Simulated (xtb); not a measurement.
Si(Cl)(F)2(NHMe) (CH₄ClF₂NSi), SMILES CN[Si](F)(F)Cl. All values are semi-empirical tight-binding results from xtb (GFN2-xTB unless named), good for trends rather than for accurate numbers. Geometry optimised at GFN2-xTB. The structure was generated by enumeration, and PubChem lists no compound with its InChIKey, so it may never have been made. Other conformers were not sampled.

Computed properties:
orbital gap: 6.80 eV
dipole moment: 3.13 D
zero-point energy: 38.0 kcal/mol
G − E(el) at 298.15 K (modified RRHO): 16.8 kcal/mol
static polarisability (D4 model): 74.1 bohr³
solvation energy, GFN2-xTB/ALPB(water): -2.0 kcal/mol
solvation energy, GFN2-xTB/ALPB(benzene): -3.5 kcal/mol
